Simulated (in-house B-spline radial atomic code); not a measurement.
Configurations of Sn³⁺, with energies counted from [Kr] 4d10 5s1. Method: Dirac-Hartree-Fock, average of configuration, Fermi nucleus of rms radius 4.6519 fm. Calculated with a radial B-spline atomic code at the basis-set limit. Energies include first-order Breit, QED and recoil terms.

Occupations are held fixed; configurations that lie above the ionisation limit could autoionise.

```json
{"configuration": "[Kr] 4d10 (6p3/2)1", "E - E(ref) (eV)": "23.632", "highest orbital": "6p3/2", "its <r> (bohr)": "5.083"}
{"configuration": "[Kr] 4d10 (6f7/2)1", "E - E(ref) (eV)": "32.811", "highest orbital": "6f7/2", "its <r> (bohr)": "10.93"}
{"configuration": "[Kr] (4d3/2)3 (4d5/2)6 5s1 (9g7/2)1", "E - E(ref) (eV)": "60.494", "highest orbital": "9g7/2", "its <r> (bohr)": "27.79"}
{"configuration": "[Ar] 3d10 4s2 (4p1/2)1 (4p3/2)4 4d10 5s1 (7g9/2)1", "E - E(ref) (eV)": "136.99", "highest orbital": "7g9/2", "its <r> (bohr)": "15.81"}
{"configuration": "[Ar] (3d3/2)3 (3d5/2)6 4s2 4p6 4d10 5s1 (6p3/2)1", "E - E(ref) (eV)": "517.2", "highest orbital": "6p3/2", "its <r> (bohr)": "4.938"}
```

Problem. Order these further configurations by energy, lowest first.
A. [Ar] (3d3/2)3 (3d5/2)6 4s2 4p6 4d10 5s1 (7p1/2)1
B. [Ar] 3d10 4s2 (4p1/2)2 (4p3/2)3 4d10 5s1 (5p1/2)1
C. [Kr] (4d3/2)3 (4d5/2)6 5s1 (8f5/2)1
D. [Ar] (3d3/2)3 (3d5/2)6 4s2 4p6 4d10 5s1 (6g9/2)1
E. [Kr] 4d10 (9p1/2)1

Solution. E (34.449 eV), C (59.521 eV), B (100.52 eV), A (523.35 eV), D (527.29 eV).

Problem. How far above the reference does [Kr] 4d10 (6g9/2)1 lie?

Solution. 33.197 eV; its least bound orbital is 6g9/2 with <r> = 10.98 bohr.
